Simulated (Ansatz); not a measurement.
One change: `F[SiH2]S[SiH3]` becomes `BO[SiH2]S[SiH3]`.

Ansatz, PBE0-D4/def2-TZVP geometries, multiplicity 1. Each molecule was computed in one conformer, which needn't be the lowest.

| property | `F[SiH2]S[SiH3]` |
| --- | --- |
| LUMO energy (PBE0/def2-TZVPP) / eV | -0.20 |
| HOMO energy (ωB97M-V/def2-TZVPP) / eV | -10.07 |
| HOMO–LUMO gap (B3LYP/def2-TZVPP) / eV | 7.27 |
| LUMO energy (ωB97M-V/def2-TZVPP) / eV | 1.57 |
| HOMO–LUMO gap (PBE0/def2-TZVPP) / eV | 7.71 |
| HOMO–LUMO gap (PBE/def2-TZVPP) / eV | 5.64 |

(1) What does the change do to each property? (Estimate.)

Results:

(1) Ansatz gave: 
```json
{"property": "LUMO energy (PBE0/def2-TZVPP) / eV", "`BO[SiH2]S[SiH3]`": "-0.73", "shift": "-0.53"}
{"property": "HOMO energy (ωB97M-V/def2-TZVPP) / eV", "`BO[SiH2]S[SiH3]`": "-10.00", "shift": "0.07"}
{"property": "HOMO–LUMO gap (B3LYP/def2-TZVPP) / eV", "`BO[SiH2]S[SiH3]`": "6.59", "shift": "-0.68"}
{"property": "LUMO energy (ωB97M-V/def2-TZVPP) / eV", "`BO[SiH2]S[SiH3]`": "1.13", "shift": "-0.44"}
{"property": "HOMO–LUMO gap (PBE0/def2-TZVPP) / eV", "`BO[SiH2]S[SiH3]`": "7.09", "shift": "-0.62"}
{"property": "HOMO–LUMO gap (PBE/def2-TZVPP) / eV", "`BO[SiH2]S[SiH3]`": "4.88", "shift": "-0.76"}
```

With PBE0 the HOMO rises by 0.08 eV and the LUMO falls by 0.53 eV, so the gap narrows by about 0.61 eV. PBE moves the HOMO by 0.08 eV and ωB97M-V by 0.07 eV.

B3LYP here is the variant with VWN-RPA as its local correlation; programs differ in this.
